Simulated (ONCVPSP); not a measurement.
## Building the ONCV potential for Ho (Z = 67) (PBE, scalar-relativistic).

```
Element                 : Ho (Z = 67)
Generator               : ONCVPSP 4.0.1
Type                    : optimised norm-conserving Vanderbilt (ONCV)
Functional              : PBE
Relativity              : scalar-relativistic
Frozen core             : [Kr] 4d10 5s2
Valence charge          : 19
Reference configuration : 4f11 5p6 6s2
Partial waves           : 6s: rc 2.70 bohr, ncon 4, nbas 8, qcut 1.9 1/bohr, 1 projector; 5p: rc 1.75 bohr, ncon 4, nbas 8, qcut 6.5 1/bohr, 2 projectors, debl 1.8 Ha; d scattering state at 0.03 Ha: rc 2.55 bohr, ncon 4, nbas 7, qcut 4.1 1/bohr, 1 projector; 4f: rc 1.30 bohr, ncon 4, nbas 9, qcut 14.5 1/bohr, 2 projectors, debl 1.4 Ha
Local potential         : polynomial inside 1.00 bohr (lpopt 5, dvloc0 -1 Ha)
Core correction         : Teter function, parameters optimised by the program
```

In the d channel the program set the typed energies aside and used 0.050 Ha.

All-electron outer shells of the reference configuration (PBE, scalar-relativistic, ld1.x):

```csv
shell,level (eV),outermost node (bohr),outermost maximum (bohr)
5p,-25.87,0.66,1.29
6s,-3.79,1.55,3.43
4f,-3.14,–,0.53
```

Results:

- Cutoffs needed: 85 Ha and 96 Ha (the cutoffs (Ha) at which the residual kinetic energy of the hardest occupied pseudo-wave falls to 1 and 0.1 mHa per electron)
- Ghost test: ghosts flagged at negative energy: s at -404.6 eV, s at -59.5 eV; GHOST(+) flagged for p at 117.1 eV; a true bound ghost makes a file unfit for plane-wave use
- Configuration tests: tests left out (the all-electron energies of this program are off by 10 to 40 meV for near-neutral 4f atoms)
- rms error of d²Exc/dni dnj: 7.02 mHa without and 0.30 mHa with the model core

Generation and tests took about 5.8 s on one core of a shared server CPU.
